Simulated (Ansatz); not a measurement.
Results of the Gaussian-basis code of Ansatz.

A structure relaxed at PBE0-D4/def2-TZVP, charge 0, multiplicity 1:

| atom | x (Å) | y (Å) | z (Å) |
| --- | --- | --- | --- |
| C1 | 3.636 | 0.505 | -1.093 |
| Zn2 | 1.796 | 0.249 | -0.540 |
| O3 | 0.754 | 0.672 | 1.091 |
| C4 | -0.461 | 0.427 | 1.277 |
| C5 | -0.969 | 0.885 | 2.656 |
| F6 | -0.792 | 2.197 | 2.791 |
| F7 | -2.263 | 0.622 | 2.837 |
| F8 | -0.285 | 0.269 | 3.617 |
| C9 | -1.354 | -0.188 | 0.406 |
| C10 | -0.955 | -0.625 | -0.853 |
| C11 | -1.994 | -1.298 | -1.766 |
| F12 | -2.118 | -0.607 | -2.897 |
| F13 | -3.198 | -1.379 | -1.199 |
| F14 | -1.598 | -2.532 | -2.071 |
| O15 | 0.183 | -0.545 | -1.373 |
| H16 | 4.317 | 0.059 | -0.367 |
| H17 | 3.865 | 1.570 | -1.164 |
| H18 | 3.814 | 0.046 | -2.067 |
| H19 | -2.377 | -0.330 | 0.713 |

Q: Give its formula and SMILES.

A: C6H4F6O2Zn, `[CH3][Zn-]1[O]C(C(F)(F)F)=CC(C(F)(F)F)=[O+]1`.

Q: Point group (tolerance 0.08 Å, 0.16 Å for H)?

A: Cs.

Q: Summarise the bond lengths by kind.

A: 1 × C–Zn 1.938 Å; 4 × C–H 1.077 to 1.092 Å; 2 × O–Zn 1.981 to 1.982 Å; 2 × C–O 1.253 Å; 4 × C–C 1.391 to 1.539 Å; 6 × C–F 1.331 to 1.333 Å.
